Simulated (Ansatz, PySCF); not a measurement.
BFHO, SMILES [OH+]=BF, charge +1.

Coordinates come from a B3LYP-D3(BJ)/def2-TZVP optimisation. The geometry has at least one imaginary mode, so it is a saddle point at that level. The isomer is the one that the SMILES or the coordinates give; other isomers of the formula were not compared.

Vertical ionisation energy (IE) and electron affinity (EA) in eV. Rows of orbital energies are one-electron estimates. Where ΔSCF, EOM or ADC give a negative EA the extra electron is unbound and the value depends on the basis.

| level | IE | EA |
|---|---|---|
| −ε(HOMO), −ε(LUMO), r2SCAN/def2-TZVPD (PySCF) | 18.29 | 7.47 |
| −ε(HOMO), −ε(LUMO), PBE/def2-TZVPD (PySCF) | 17.90 | 8.13 |
| ADC(2)/aug-cc-pVDZ (PySCF) | 21.98 | 4.98 |
| ΔSCF, PBE0/def2-TZVPD (Ansatz), final states of multiplicity 2 and 2 | 22.93 | 5.22 |
| ΔSCF, PBE/def2-TZVPD (Ansatz), final states of multiplicity 2 and 2 | 22.69 | 5.39 |

Problem. What vertical singlet–triplet gap does ΔSCF give with PBE0/def2-TZVPD (Ansatz, a quantum-chemistry and plane-wave program) and with PBE/def2-TZVPD (Ansatz)? (An estimate is asked for; the answer gives what the named calculation found.)

Solution. 10.04 and 9.67 eV (triplet above singlet where positive).

Problem. Give the lowest 1s main lines (those of the lightest heavy element) from CVS-ADC(2)-x/aug-cc-pVDZ (PySCF, non-relativistic), with pole strengths. (The exact figures need the calculation; the answer reports its results.)

Solution. 212.7 eV (1.63).

Problem. Beyond the first one, list the lowest photoelectron lines from PySCF with ADC(2)/aug-cc-pVDZ with their pole strengths (two spins summed). (An estimate is asked for; the answer gives what the named calculation found.)

Solution. 24.69 eV (1.77), 24.69 eV (1.77), 26.96 eV (1.77), 29.93 eV (1.78).
